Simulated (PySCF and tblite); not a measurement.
The numbers below are computed, except where a source is named.
bromochloromethane, CH₂BrCl, numbered as in [Cl:1][CH2:2][Br:3].

GFN2-xTB molecular dynamics (tblite; Langevin, friction 0.005 fs⁻¹, 1.5 fs steps, hydrogen mass 4 u): 400 + 8000 steps at each temperature, started from the lowest conformer, nuclei classical.

GIAO shieldings at PBE0/pcSseg-1 (PySCF) on 20 frames a temperature; like atoms are averaged, and of two unlike H on one atom a is the less shielded at the minimum.

Task: How far do thermal motions move the shieldings from their values at the minimum?

Result: 
```tsv
signal	σ at minimum (ppm)	Δσ, 200 K	Δσ, 400 K	Δσ, 600 K
Cl1	747.6	-5.2 ± 6.6	-5.0 ± 7.3	-38.1 ± 11.8
C2	120.6	0.5 ± 1.4	-0.7 ± 1.8	-4.0 ± 2.2
Br3	2048.4	5.2 ± 14.3	-49.3 ± 20.5	-60.6 ± 37.7
H2	26.05	0.08 ± 0.10	-0.24 ± 0.17	-0.45 ± 0.21
```

Errors are standard errors over frames. Zero-point motion is missing, and a reference compound would move too.

Task: What do the single frames at 200 K give for C2?

Result: 
```csv
t (fs),"V above the minimum, tight binding (kcal/mol)","E above it, DFT (kcal/mol)",torsions (°),σ (ppm)
900,2.0,2.1,none,113.9
1500,2.7,3.0,none,120.4
2100,3.2,3.5,none,130.9
2700,1.0,1.2,none,110.7
3300,1.8,2.0,none,125.4
3900,1.5,1.7,none,126.4
4500,1.8,2.1,none,124.6
5100,1.9,1.7,none,127.1
5700,3.0,3.5,none,121.0
6300,1.9,2.1,none,111.9
6900,0.5,0.6,none,117.7
7500,2.4,2.7,none,125.8
8100,1.8,2.1,none,125.8
8700,1.5,1.3,none,123.8
9300,2.0,2.4,none,123.9
9900,1.9,2.3,none,110.9
10500,1.3,1.4,none,127.2
11100,1.4,1.5,none,115.2
11700,2.1,2.4,none,122.7
12300,2.8,3.5,none,118.2
```

Spin–orbit effects of the heavy atoms on shieldings are missing. Changes within two standard errors are not significant.

The study took 4.2 min on 1 thread of INTEL XEON PLATINUM 8581C @ 2.30GHz, on a host shared with other jobs (rough), peak memory 0.51 GiB, launched as `OMP_NUM_THREADS=1 python ens_run.py task.json out`.
